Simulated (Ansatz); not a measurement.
```yaml
crystal:
  periodic: [false, false, false]
  atoms:
    - {symbol: F, position_ang: [0.049598, 0.318660, 1.375551]}
    - {symbol: C, position_ang: [-0.008114, -0.076417, 0.067823]}
    - {symbol: Cl, position_ang: [0.577066, -1.665113, -0.052010]}
    - {symbol: Cl, position_ang: [-1.680794, 0.051685, -0.440893]}
    - {symbol: I, position_ang: [1.215909, 1.251573, -1.018854]}
basis:
  gaussian: {orbitals: def2-SVP, point_charges: [{charge: 1.00, position_ang: [5.710, 0.891, 0.327]}]}
hamiltonian: {xc: {name: RPBE}, dispersion: d3bj, pseudopotentials: {relativity: none}}
smearing: {width: 0.1}
```

```sh
$ ansatz run in.yaml --threads 4 --pin off --events-out ev --progress --plain --max-ram 10444MiB
```

Output, abridged:

```
Error: YAML parse error: error: line 12 column 1: unknown field `smearing`, expected one of crystal, accuracy, basis, kpoints, hamiltonian, magnetization, projection, total_charge, correlation, batch, efield, external_charges, scf, relax, neb, saddle, md, ramp, phonons, dielectric, real_time, elastic, magnetic_configurations, gw, evaluate, workflow, output, checkpoint, execution
10 |   gaussian: {orbitals: def2-SVP, point_charges: [{charge: 1.00, p…
11 | hamiltonian: {xc: {name: RPBE}, dispersion: d3bj, pseudopotential…
12 | smearing: {width: 0.1}
```

Problem. What is wrong with this run?

Solution. The input holds a key that doesn't belong there. The input was rejected before any iteration.
